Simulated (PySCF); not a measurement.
Isomers C6H11P:

A. `C(C)(C)(C)CC#P`
B. `CC1=C(C)CPC1`
C. `C1CP2CCC1C2`

Spectrum 1. ¹³C{¹H} NMR (computed): δ 44.3 (CH), 36.6 (CH2), 33.1 (CH2), 27.6 (CH2).

Spectrum 2. ¹³C{¹H} NMR (computed): δ 140.4 (C), 38.5 (CH2), 18.7 (CH3).

Spectrum 3. ¹³C{¹H} NMR (computed): δ 189.5 (C), 46.7 (CH2), 34.6 (C), 30.3 (CH3).

- σ from GIAO-PBE0/pcSseg-1
- geometry from GFN2-xTB
- code: PySCF 2.14
- non-relativistic, isolated molecule, averaged over atoms made equivalent by symmetry, fast rotation or ring inversion, one computed conformer

δ = σ(ref) − σ, references computed at the same level: ¹³C against TMS. Splittings of carbon signals by F and P are missing where no couplings were computed. Shifts are as computed. Against solution values, carbons near 30 ppm lie about +3 ppm off and those near 130 ppm about +5 ppm. Of 1211 compounds with measured shifts, 218 miss one by over three times the rms of a fit or turn the order of signals round; such compounds aren't used in these exercises.

Task: Which spectrum belongs to which compound?

Result: 1–C, 2–B, 3–A.

- Spectrum 1 (C): 4 ¹³C signals; δC 44.3 is an sp3 CH in a ring; δC 33.1 is an sp3 CH2 in a ring.
- Spectrum 2 (B): 3 ¹³C signals; δC 140.4 is a fully substituted alkene carbon; δC 18.7 is an allylic methyl carbon.
- Spectrum 3 (A): 4 ¹³C signals; δC 46.7 is an sp3 CH2; δC 34.6 is a quaternary sp3 carbon.
